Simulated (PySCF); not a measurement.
Ionisation energy along the 7-electron series

Calculated with PySCF 2.14 and a two-component X2C-1e Hamiltonian (Gaussian nucleus, no Breit or QED terms), each ion in its own even-tempered basis scaled to its charge; GMP2 freezes nothing and drops the highest virtual spinors. Values in eV. NIST values: (m) measured, (s) semi-empirical, (t) theoretical.

```tsv
ion	configuration	GHF (spin-free)	GMP2 (spin-free)	GHF (screened spin-orbit)	GMP2 (screened spin-orbit)	NIST
Cl(10+)	[He] 2s2 2p3	531.41	531.76	530.62	530.96	530 ± 0.4 (s)
K(12+)	[He] 2s2 2p3	717.27	717.57	715.91	716.17	714.7 ± 0.5 (s)
```

Q: Fill in the row of Ar(11+).

A: configuration: [He] 2s2 2p3; GHF (spin-free): 620.90; GMP2 (spin-free): 621.23; GHF (screened spin-orbit): 619.86; GMP2 (screened spin-orbit): 620.16; NIST: 619 ± 0.4 (s).
